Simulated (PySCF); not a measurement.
How methods differ on the excitation energy of Zr

Zr [Kr] 4d2 5s2 (3F) → Zr [Kr] 4d1 5s2 6s1 (3D), as a difference of total energies. Computed with PySCF 2.14 in x2c-TZVPPall with one added diffuse shell each of s, p, d, f type (9s7p7d3f1g, 95 functions), with scalar relativity by spin-free X2C-1e. The calculations carry no spin-orbit coupling.

```csv
method,excitation energy (cm⁻¹)
LDA,47979
PBE,47692
PBE0,47538
r2SCAN,50279
BHandHLYP,46884
CAM-B3LYP,47139
wB97X,47163
```

The promoted electron is Rydberg-like, and one or two diffuse shells describe it only roughly, which tends to raise the upper state.
